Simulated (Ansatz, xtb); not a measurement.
## C3H7Ag: which of two conformers lies lower

Structure X is `CC[CH2][Ag]`, a singlet and structure Y is `CC[CH2][Ag]`, a singlet. Both are isolated molecules in the gas phase, relaxed with PBE0-D3(BJ)/def2-SVP.

X (Å):

```yaml
atoms:
  - { symbol: C, position_ang: [-1.0441, 0.6778, 2.5839] }
  - { symbol: C, position_ang: [-0.1466, -0.4233, 2.0436] }
  - { symbol: C, position_ang: [0.2862, -0.2402, 0.6029] }
  - { symbol: Ag, position_ang: [-1.3079, -0.0954, -0.7734] }
  - { symbol: H, position_ang: [-1.9968, 0.7135, 2.0277] }
  - { symbol: H, position_ang: [-0.5687, 1.6666, 2.4791] }
  - { symbol: H, position_ang: [-1.2779, 0.5300, 3.6499] }
  - { symbol: H, position_ang: [0.7630, -0.4746, 2.6768] }
  - { symbol: H, position_ang: [-0.6443, -1.3994, 2.1703] }
  - { symbol: H, position_ang: [0.8983, -1.0798, 0.2404] }
  - { symbol: H, position_ang: [0.8559, 0.6922, 0.4595] }
```

Y (Å):

```xyz
11

C     0.7383    0.9984   -0.2397
C     1.2563    0.0867    0.8707
C     2.6215   -0.4952    0.5460
Ag    3.4182   -1.7682    2.0192
H     1.4244    1.8433   -0.4125
H    -0.2518    1.4151    0.0065
H     0.6449    0.4512   -1.1917
H     1.2979    0.6563    1.8144
H     0.5265   -0.7223    1.0422
H     3.3805    0.2926    0.4124
H     2.5983   -1.1047   -0.3719
```

Energies in hartree; the thermal terms are from PBE0-D3(BJ)/def2-SVP harmonic frequencies (ideal gas, rigid rotor, one conformer each, 298.15 K, 1 atm) and include the zero-point energy:

|  | X | Y |
| --- | --- | --- |
| E, CCSD(T)/def2-SVP | −264.481591 | −264.480561 |
| E, MP2/def2-SVP | −264.430327 | −264.429302 |
| E, MP2/def2-TZVPP | −265.027604 | −265.026640 |
| zero-point energy | 0.092499 | 0.092536 |
| H(298 K) − E | 0.099111 | 0.099262 |
| G(298 K) − E | 0.062072 | 0.062083 |

Task: Correct the CCSD(T) difference for the basis set by the MP2 change, then work out ΔE, ΔE₀, ΔH and ΔG for X → Y in kcal/mol (1 Eh = 627.51 kcal/mol) and the equilibrium ratio [Y]/[X].

Result: 1. Differences Y − X: CCSD(T) +0.001030, MP2 in the small set +0.001025, MP2 in the large set +0.000964 Eh.
2. ΔE = +0.001030 + (+0.000964 − (+0.001025)) = +0.000969 Eh = +0.61 kcal/mol.
3. ΔE₀ = ΔE + ΔZPE = +0.000969 + (+0.000037) Eh = +0.63 kcal/mol.
4. ΔH = ΔE + (+0.000151) Eh = +0.70 kcal/mol.
5. ΔG = ΔE + (+0.000011) Eh = +0.61 kcal/mol, so ΔS = (ΔH − ΔG)/T = +1.2 J/(mol K).
6. kT = 0.9442 mEh, so K = [Y]/[X] = exp(−ΔG/kT) = exp(−1.04) ≈ 0.35.

The two are too close for this level to say which is favoured. An error of 1 kcal/mol in ΔG would change K by a factor of 5.4. Large T1 diagnostics make the coupled-cluster value less sure. Mirror images and further conformers aren't counted.

Other levels gave ΔE = +0.9 (PBE0-D3(BJ)/def2-SVP); 0.0 (HF/def2-SVP); +0.6 (MP2/def2-SVP); +0.6 (CCSD(T)/def2-SVP) kcal/mol. The correlated steps freeze 3 core orbitals; the last core shell of Ag is correlated, in a basis made for valence electrons. Atoms past krypton carry core potentials in the def2 sets, without spin–orbit terms. Programs: Ansatz 0.2.0.
